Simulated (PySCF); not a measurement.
A side-by-side comparison of computed properties.

First species: C₅H₁₀O₂SSi₂.
Structure used (GFN2-xTB), in Å, numbered top down from 1:
```
atom  x, y, z in Å
Si1    3.3647    1.8826   -0.0755
O2     2.2911    0.6960   -0.3264
C3     0.9358    0.6754   -0.0138
C4     0.3047   -0.6210   -0.4135
C5     0.9282   -1.6691   -1.0051
S6    -0.1431   -2.9790   -1.3064
C7    -1.4623   -2.1122   -0.6255
C8    -1.0851   -0.8793   -0.1930
O9    -1.8689    0.0446    0.3861
Si10  -3.4495    0.0721    0.7739
H11    3.4810    2.2032    1.3509
H12    4.5417    1.2383   -0.6302
H13    2.9752    3.1110   -0.7759
H14    0.4136    1.4976   -0.5240
H15    0.7910    0.8243    1.0660
H16    1.9602   -1.7422   -1.2809
H17   -2.4368   -2.5538   -0.5807
H18   -3.7689   -0.9978    1.7207
H19   -4.2797   -0.0843   -0.4216
H20   -3.4982    1.4042    1.3532
```

Second species: C7H12F2O.
SMILES with atom numbers: `[CH3:1][CH2:2][C@@H:3]1[CH2:4][C@H:5]([F:6])[C@H:7]1[O:8][CH2:9][F:10]` (hydrogens: H11, H12, H13 on C1; H14, H15 on C2; H16 on C3; H17, H18 on C4; H19 on C5; H20 on C7; H21, H22 on C9)

Levels: PBE0/pcSseg-1 for dipole moment, HOMO energy, LUMO energy and HOMO–LUMO gap; GFN2-xTB for rotational constant A and rotational constant C. Geometries: GFN2-xTB. Each structure is a single optimised conformer of the isolated species, non-relativistic unless stated. Electronic properties by PySCF.

The conformers computed, where there is a choice (atom-mapped SMILES and torsion angles):
- `[SiH3:1][O:2][CH2:3][c:4]1[cH:5][s:6][cH:7][c:8]1[O:9][SiH3:10]`: Si1–O2–C3–C4 180°, O2–C3–C4–C5 0°, C7–C8–O9–Si10 0°
- `[CH3:1][CH2:2][C@@H:3]1[CH2:4][C@H:5]([F:6])[C@H:7]1[O:8][CH2:9][F:10]`: C1–C2–C3–C4 -73°, C5–C7–O8–C9 -83°, C7–O8–C9–F10 -70°

Values for the first species:

| Property | Result |
| --- | --- |
| Dipole moment | 1.70 D |
| HOMO energy | -6.52 eV |
| LUMO energy | -0.19 eV |
| HOMO–LUMO gap | 6.33 eV |
| Rotational constant A | 1.087 GHz |
| Rotational constant C | 0.330 GHz |

Question: Estimate the same properties for the second species, and the change in each.

Answer: 
| property | first | second | second less first |
| --- | --- | --- | --- |
| dipole moment | 1.70 D | 1.95 D | +0.25 D |
| HOMO energy | -6.52 eV | -7.97 eV | -1.45 eV |
| LUMO energy | -0.19 eV | 1.28 eV | +1.47 eV |
| HOMO–LUMO gap | 6.33 eV | 9.25 eV | +2.92 eV |
| rotational constant A | 1.087 GHz | 1.671 GHz | +0.584 GHz |
| rotational constant C | 0.330 GHz | 0.623 GHz | +0.293 GHz |

On the first: The dipole matches unit charges of opposite sign 0.35 Å apart (1 e·Å = 4.8032 D).

On the second: The dipole matches unit charges of opposite sign 0.41 Å apart (1 e·Å = 4.8032 D).
